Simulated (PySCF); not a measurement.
**Correlation energy of Ca²⁺ (calcium, charge +2)**

Starting occupation: [Ar]. All numbers are calculated (PySCF 2.14, X2C-1e with screened-nucleus spin-orbit coupling, Gaussian nucleus, in x2c-TZVPPall-2c with one added diffuse shell each of s, p, d type (7s8p4d, 51 functions)). Frozen: 1s2; 16 electrons correlated.

MP2 pair energies summed by pair of shells (mhartree):

```
       pair  energy  share (%)
3p3/2-3p3/2  -63.83       26.5
3p1/2-3p3/2  -63.07       26.2
2p1/2-2p3/2  -19.47        8.1
2p3/2-2p3/2  -16.61        6.9
3p1/2-3p1/2  -16.22        6.7
3p3/2-3s1/2  -13.18        5.5
2p3/2-3p3/2   -8.98        3.7
3s1/2-3s1/2   -6.78        2.8
3p1/2-3s1/2   -6.61        2.7
2p3/2-3p1/2   -5.36        2.2
2p1/2-3p3/2   -5.19        2.2
2p1/2-2p1/2   -3.47        1.4
2p3/2-2s1/2   -2.47        1.0
2s1/2-3p3/2   -2.08        0.9
2p1/2-3p1/2   -1.84        0.8
2p3/2-3s1/2   -1.55        0.6
2p1/2-2s1/2   -1.23        0.5
2s1/2-3p1/2   -1.06        0.4
2p1/2-3s1/2   -0.75        0.3
2s1/2-2s1/2   -0.74        0.3
2s1/2-3s1/2   -0.66        0.3
```

Total MP2 correlation energy: -241.15 mhartree.

| level | correlation energy (mhartree) |
| --- | --- |
| CCSD | -254.11 |
| (T) | -2.93 |
| CCSD(T) | -257.04 |

Diagnostics: T1 = 0.0011, largest double amplitude 0.030.

Q: Is a single reference adequate?

A: Yes: T1 lies below 0.03 and no double amplitude reaches 0.07.

This basis was not built for core-valence correlation, so the inner-shell part is incomplete.
